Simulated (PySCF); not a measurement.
SMILES C#C[SiH2]CC(C)C, GFN2-xTB optimised geometry.

```
19

C      0.66    -0.24     3.99
C      1.29     0.13     3.03
Si     2.22     0.69     1.53
C      1.41    -0.09     0.00
C     -0.12    -0.09     0.00
C     -0.67     1.33     0.00
C     -0.65    -0.86    -1.21
H      0.12    -0.56     4.83
H      2.19     2.16     1.49
H      3.61     0.23     1.65
H      1.76     0.42    -0.90
H      1.75    -1.13    -0.08
H     -0.47    -0.60     0.91
H     -0.39     1.85     0.91
H     -0.30     1.88    -0.86
H     -1.76     1.31    -0.06
H     -0.32    -0.38    -2.13
H     -0.28    -1.88    -1.21
H     -1.74    -0.89    -1.20
```

Density from PBE0/def2-SVP (PySCF) at that geometry.

Minimum of the electron density along straight lines between bonded atoms, close to the bond critical point (lines longer than 1.1 times the sum of covalent radii, or with two minima, are not listed):

| bond | length / Å | ρ at the minimum / e bohr⁻³ | ∇²ρ there / e bohr⁻⁵ | position (fraction from the first atom) |
|---|---|---|---|---|
| C1–C2 | 1.202 | 0.403 | -1.14 | 0.54 |
| C2–Si3 | 1.852 | 0.109 | 0.40 | 0.61 |
| Si3–C4 | 1.905 | 0.112 | 0.29 | 0.38 |
| C4–C5 | 1.530 | 0.240 | -0.53 | 0.51 |
| C5–C6 | 1.525 | 0.245 | -0.56 | 0.50 |
| C5–C7 | 1.529 | 0.243 | -0.55 | 0.50 |
| C1–H8 | 1.053 | 0.293 | … | 0.66 |
| Si3–H9 | 1.469 | 0.117 | 0.32 | 0.49 |
| Si3–H10 | 1.469 | 0.117 | 0.32 | 0.49 |
| C4–H11 | 1.093 | 0.270 | -0.95 | 0.62 |
| C4–H12 | 1.093 | 0.271 | -0.95 | 0.62 |
| C5–H13 | 1.096 | 0.277 | -1.00 | 0.62 |
| C6–H14 | 1.087 | 0.276 | -1.00 | 0.62 |
| C6–H15 | 1.089 | 0.275 | -1.00 | 0.62 |
| C6–H16 | 1.088 | 0.276 | -1.00 | 0.62 |
| C7–H17 | 1.089 | 0.275 | -1.00 | 0.62 |
| C7–H18 | 1.088 | 0.276 | -1.00 | 0.62 |
| C7–H19 | 1.088 | 0.276 | -1.00 | 0.62 |

Q: Complete the blanks.

A: 
- C1–H8, ∇²ρ there / e bohr⁻⁵: -1.23
